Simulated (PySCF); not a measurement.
C₃H₇FSi, SMILES FC1C[SiH2]C1. Atoms are numbered in the order given.

```xyz
12

F     -2.1465     0.1447     0.0000
C     -0.8517    -0.3641     0.0000
C      0.0127     0.0956    -1.1952
Si     1.5032     0.0024     0.0000
C      0.0127     0.0956     1.1952
H     -0.9374    -1.4757     0.0000
H     -0.0752    -0.4828    -2.1332
H     -0.2038     1.1650    -1.4043
H      2.4995     1.1272     0.0000
H      2.2276    -1.3147     0.0000
H     -0.0752    -0.4828     2.1332
H     -0.2038     1.1650     1.4043
```

Coordinates come from a PBE-D3(BJ)/def2-SVP optimisation. This is a generated structure with no PubChem entry under its InChIKey; it may be hypothetical.

Calculation: PySCF with PBE-D3(BJ)/def2-SVP.

Frequencies are harmonic and unscaled.

Computed normal modes with their intensities:
```csv
mode,ν (cm⁻¹),IR (km/mol),moving atoms (share of kinetic energy)
1,136,2.9,"C 35 %, H 33 %, F 22 %, Si 10 %"
2,354,1.3,"C 38 %, F 38 %, H 19 %"
3,405,11.9,"H 38 %, Si 27 %, F 25 %, C 11 %"
4,442,1.6,"H 52 %, C 36 %, F 11 %"
5,489,0.0,H 96 %
6,495,14.0,"H 57 %, Si 24 %, F 10 %, C 8 %"
7,634,2.7,"C 48 %, H 39 %, Si 12 %"
8,687,2.9,"C 44 %, H 32 %, Si 17 %"
9,716,44.9,"H 73 %, C 14 %, Si 13 %"
10,759,46.4,"H 76 %, C 17 %"
11,848,33.4,"H 60 %, C 33 %"
12,873,17.9,"C 64 %, H 30 %"
13,922,113.7,H 88 %
14,933,0.7,H 94 %
15,1010,20.3,"H 46 %, C 37 %, F 16 %"
16,1026,25.1,"C 57 %, H 43 %"
17,1067,11.1,"H 57 %, C 42 %"
18,1104,139.7,"C 49 %, H 39 %, F 12 %"
19,1162,1.0,"H 58 %, C 40 %"
20,1264,8.6,"H 72 %, C 28 %"
21,1326,17.6,"H 85 %, C 14 %"
22,1352,9.9,"H 90 %, C 10 %"
23,1391,10.6,"H 85 %, C 15 %"
24,2166,97.8,H 98 %
25,2178,109.0,H 96 %
26,2954,29.4,H 92 %
27,3001,3.0,H 94 %
28,3006,4.0,H 94 %
29,3091,3.0,"H 91 %, C 9 %"
30,3092,9.5,"H 91 %, C 9 %"
```
